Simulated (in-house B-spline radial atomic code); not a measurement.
# BLYP excitations of C²⁺

Method: BLYP. Computed with a B-spline radial code for spherical atoms: linear response of the closed shell [He] 2s2 with the functional's adiabatic kernel; scalar-relativistic (spin-free one-electron X2C), finite nucleus, no spin-orbit coupling, no double excitations, S, P, D and F terms only.

Command:
```bash
python run_td.py task.json out
```
Settings (radii: box in bohr, nucleus in fm):
```
Z                        6
electrons                4
configuration            [He] 2s2
hamiltonian              x2c
method                   b88,lyp
box_radius               29.48
rms_radius               2.4702
intervals                75
```

Cost of the run: 0.3 s on 1 thread of Arm Neoverse N1, with other jobs on the host.

The lowest states, in the order of their Tamm-Dancoff energies; the method's threshold (minus the highest occupied level) is 40.30 eV. Labels give the largest channel, * marks a mixed state, and oscillator strengths are full-response dipole values. Semilocal kernels can invert the small singlet-triplet splittings of Rydberg terms. Energies in eV:

```
     state  full response  Tamm-Dancoff  oscillator strength
2s → 2p 3P          4.557         5.495                    -
2s → 2p 1P         11.781        12.464                0.728
2s → 3s 3S         27.663        27.673                    -
2s → 3s 1S              ?             ?                    -
2s → 3p 3P         29.679        29.698                    -
2s → 3p 1P          30.03         30.04                0.208
2s → 3d 3D              ?             ?                    -
2s → 3d 1D          31.57         31.57                    -
2s → 4s 3S          34.71         34.71                    -
2s → 4s 1S          35.02         35.02                    -
```

Problem. Where does 2s → 3s 1S lie?

Solution. At 28.758 eV in full response, 28.788 eV in Tamm-Dancoff.

Problem. Where does 2s → 3d 3D lie?

Solution. At 30.98 eV in full response, 31.01 eV in Tamm-Dancoff.

Problem. How large is the singlet-triplet splitting of 2s → 2p (P terms) in Tamm-Dancoff?

Solution. 6.97 eV, from the unrounded values.

Problem. What polarisabilities and dispersion coefficient does the method give?

Solution. Dipole 4.267 bohr³, quadrupole 5.475 bohr⁵, C6 6.55 hartree·bohr⁶ for two such species.
